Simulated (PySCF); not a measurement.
**How methods differ on the ionisation energy of Cl²⁺**

Cl²⁺ [Ne] 3s2 3p3 (4S) → Cl³⁺ [Ne] 3s2 3p2 (3P), as a difference of total energies. All numbers are calculated (PySCF 2.14, no relativity, point nucleus, in aug-cc-pwCVTZ (8s7p5d3f, 75 functions)). Correlated levels: valence: [Ne] frozen; valence and next inner shell: 1s2 frozen; nothing frozen. The calculations carry no spin-orbit coupling.

```tsv
method	ionisation energy (eV)
UHF	38.961
LDA	39.668
PBE	39.582
PBE0	39.664
r2SCAN	39.830
BP86	39.611
wB97X	39.531
TPSSh	39.688
revPBE	39.561
MP2 (valence)	39.623
SCS-MP2 (valence)	39.421
MP2 (valence and next inner shell)	39.676
SCS-MP2 (valence and next inner shell)	39.470
MP2 (all electrons)	39.678
SCS-MP2 (all electrons)	39.472
```

A first-order spin-orbit estimate (lowest level to lowest level, LS coupling) adds -0.099 eV.

Errors of the correlated levels include the incompleteness of this basis and the frozen core.

Q: Which method comes closest to the reference value, and which is furthest?

A: The reference is 39.8 ± 0.11 eV (semi-empirical (NIST evaluation); NIST Atomic Spectra Database, ionization energies). Closest: r2SCAN (error -0.070 eV); furthest: UHF (error -0.939 eV), both after the spin-orbit estimate.
